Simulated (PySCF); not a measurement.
Computed shifts of a molecule C3H5FOSi, PBE0/pcSseg-1 run with PySCF, GIAO, gas phase, atoms alike by connectivity averaged where their shifts nearly agree, in ppm (number of nuclei): ¹⁹F: -241.2 (1). ²⁹Si: -13.6 (1). ¹³C: 181.8 (1), 113.3 (1), 86.3 (1). ¹H: 7.59 (1), 5.66 (2), 5.65 (2). References: ¹⁹F against CFCl3 (σ = 167.2 ppm); ²⁹Si against TMS (σ = 352.7 ppm); ¹³C against TMS (σ = 186.3 ppm); ¹⁷O against H2O (σ = 334.2 ppm); ¹H against TMS (σ = 31.56 ppm), references at their B3LYP-D3(BJ)/def2-TZVP geometries, non-relativistic. Coordinates come from a B3LYP-D3(BJ)/def2-SVP optimisation. The values are those of a single conformer.

**Question.** Pick the molecule that these values belong to.
(A) F[SiH2]C1=COC1
(B) C#C[C@H](F)[SiH2]O
(C) F[Si@H]1C=CCO1
(D) C=C=C[Si@H](O)F

**Answer.** A, F[SiH2]C1=COC1
